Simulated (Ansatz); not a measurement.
Energy needed to pull apart SiH$_{4}$SeO (SMILES [SiH3]O[SeH]), closed shell, into free ground-state atoms, from the structure below (displaced at random from a GFN2-xTB minimum); no zero-point or spin–orbit terms; open-shell atoms are treated unrestricted, in their ground-state multiplicity.

| atom | x (Å) | y (Å) | z (Å) |
| --- | --- | --- | --- |
| Si1 | -0.8067 | 0.4980 | -0.2590 |
| O2 | 0.3913 | 0.1130 | 0.8151 |
| Se3 | 2.1273 | -0.5283 | 0.5040 |
| H4 | -1.3066 | -0.6694 | -0.9439 |
| H5 | -0.3411 | 1.5060 | -1.2324 |
| H6 | -1.7867 | 0.9714 | 0.8174 |
| H7 | 1.6900 | -1.9500 | 0.3397 |

Program: Ansatz 0.2.0. Basis: def2-TZVPP. Cores are frozen in the correlated methods. Filled d shells of the heavier atoms are correlated. The def2 sets are not built for correlating such inner shells, so the correlated values are less sure here. B3LYP uses VWN-RPA correlation.

```tsv
method	atomization energy (kJ/mol)
PBE-D4	2010
r2SCAN-D4	1999
PBE0-D4	1960
B3LYP-D4	2001
r2SCANh-D4	1978
wB97M-V	?
HF	1355
MP2	?
CCSD	1913
CCSD(T)	1947
```

Task: What does wB97M-V give? (Judge from chemistry; the value comes from the calculation.)

Result: Computed: 1998 kJ/mol, which is about 52 kJ/mol more than CCSD(T)/def2-TZVPP.

Task: What does MP2 give? (An estimate is asked for; the value comes from the calculation.)

Result: The calculation gives: 1960 kJ/mol, which is about 13 kJ/mol more than CCSD(T)/def2-TZVPP.

In triple zeta the MP2 and coupled-cluster atomization energies are still short of their basis limit by a few kcal/mol a bond, whereas those of the functionals are nearly converged, so these differences are not deviations from converged CCSD(T).

No T1 diagnostic of these runs exceeds 0.012.

For scale, one of the runs: CCSD(T)/def2-TZVPP forces, 177 basis functions (an equivalent command: `ansatz run in.yaml --threads 4`). Time: 3.8 min of wall clock on 4 CPU threads; the host was shared. Peak host memory: 2.9 GiB.
